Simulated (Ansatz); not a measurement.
`CC1(O)[SiH2][Se]1`, relaxed with RKS PBE0-D4/def2-TZVP in the Gaussian-basis code of Ansatz from a PBE-D4/def2-SVP geometry. The force threshold is 0.005 eV/Å; the program also tests the step.

Charge 0, multiplicity 1.

Start:

```xyz
11

C    -0.141    0.548    1.243
C    -0.224   -0.281   -0.018
O    -0.717   -1.550    0.147
Si    0.876   -0.015   -1.519
Se   -1.188    0.863   -1.617
H    -1.143    0.659    1.715
H     0.252    1.563    1.047
H     0.526    0.039    1.973
H    -1.507   -1.502    0.725
H     2.055    0.903   -1.360
H     1.212   -1.227   -2.336
```

```csv
step,energy (eV),largest force (eV/Å),largest move (Å)
1,-77432.2727,0.651,0.000
2,-77432.3199,0.245,0.045
3,-77432.3261,0.120,0.021
4,-77432.3273,0.083,0.010
5,-77432.3278,0.040,0.009
6,-77432.3279,0.017,0.007
7,-77432.3279,0.006,0.005
8,-77432.3279,0.002,0.002
```

End:

```xyz
11

C    -0.132    0.548    1.231
C    -0.228   -0.268   -0.025
O    -0.719   -1.538    0.156
Si    0.876   -0.020   -1.494
Se   -1.180    0.816   -1.573
H    -1.117    0.674    1.696
H     0.272    1.541    1.034
H     0.519    0.033    1.945
H    -1.523   -1.494    0.688
H     2.018    0.915   -1.348
H     1.213   -1.207   -2.310
```

It took 45 s on 4 threads of an Arm Neoverse V1 on a shared host, with 0.68 GiB of host memory at the peak.
